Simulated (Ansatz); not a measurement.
A search over several starts for the lowest SCF solution of the cluster CuBr₂ at the given spin, in a small basis.

```yaml
crystal:
  periodic: [false, false, false]
  atoms:
    - {symbol: Cu, position_ang: [0.000785, -0.000716, 0.000655]}
    - {symbol: Br, position_ang: [-1.489444, -1.691862, -0.260368]}
    - {symbol: Br, position_ang: [1.488659, 1.692578, 0.259703]}
basis:
  gaussian: {orbitals: def2-SVP}
magnetization: {spin_polarized: true, initial_magnetization: 1}
hamiltonian: {xc: pbe0, dispersion: d4}
output: {orbitals: {seedname: orbitals}}
```

```sh
$ ansatz run in.yaml --threads 4 --pin off --events-out ev --progress --plain --max-ram 3916MiB
```

Output, abridged:

```
Functional definition: PBE0
956 factors; integrals over basis functions are off by at most 9.8e-4 eV
mean field evaluation 1: about -184686.3503 eV, gradient 2.8e1 eV
mean field evaluation 2: about -184644.6567 eV, gradient 1.3e2 eV
mean field evaluation 4: about -184688.9606 eV, gradient 6.2e0 eV
mean field evaluation 8: about -184689.1303 eV, gradient 4.3e-1 eV
mean field evaluation 16: about -184689.1312 eV, gradient 9.6e-5 eV
mean field evaluation 32: about -184689.1312 eV, gradient 6.0e-3 eV
mean field evaluation 64: about -184689.1003 eV, gradient 2.8e0 eV
mean field -184689.13123769 eV, -6787.2003861958 hartree, gradient 1.3e-6 eV, S^2 0.753781; 11 other end points of the search recorded, 0 dependent functions left out
reference -184689.13128298 eV, -6787.2003878601 hartree; 50, 49 occupied and 45, 46 virtual orbitals, 956 factors
Total energy: -184689.20218494 eV, -6787.2029934592 hartree
```

Hardware: 4 threads of Arm Neoverse V1 on a shared host. Wall time 30 s, peak host memory 0.61 GiB.

The structure comes from a short search, and lower isomers may exist.
